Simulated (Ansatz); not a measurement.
Pd₃H₄⁻, relaxed as a quartet with UKS PBE-D4/def2-TZVPD in Ansatz, starting from the PBE-D4/def2-TZVPD geometry of the charge -1 doublet. Force threshold 0.02 eV/Å.

In the def2 sets Pd takes a core potential; there is no spin–orbit coupling. The highest occupied level of the charge -1 quartet lies above zero (up to 0.35 eV). The electron is either unbound and held by the finite basis, or the level is raised by self-interaction error. At PBE-D4/def2-TZVPD a doublet of charge -1 lies 0.99 eV below the quartet, each at its own geometry. Another isomer (doublet) lies 0.13 eV lower at PBE0-D4/def2-TZVPD.

Start:

```xyz
7

Pd   -0.710    0.897   -0.249
Pd   -0.045   -1.316    1.254
Pd    0.716   -1.172   -1.345
H     1.289   -1.466    0.258
H    -1.481    2.188    0.302
H     0.561    0.477   -1.511
H    -0.330    0.392    1.290
```

(1) Estimate the energy that the relaxation releases and the steps that it takes.

(2) Does the start keep its bonding?

(3) Predict the relaxed structure.

Results:

(1) 33.5 kJ/mol, in 10 steps; 26 s on 4 threads of Arm Neoverse V2 on a shared host. No frequencies were taken in this run, so the end may be a saddle point.

(2) By distances, no bond broke or formed. The bond that changes most is Pd1–H7, from 1.66 to 1.76 Å (atoms count from 1).

(3) 
```xyz
7

Pd   -0.654    1.036   -0.297
Pd    0.083   -1.010    1.279
Pd    0.692   -1.074   -1.322
H     0.909   -2.022    0.103
H    -1.995    1.760    0.250
H     0.856    0.604   -1.264
H     0.110    0.707    1.253
```
Bond lengths (bridged metal pairs left out): 7 × H–Pd 1.62 to 1.84 Å.
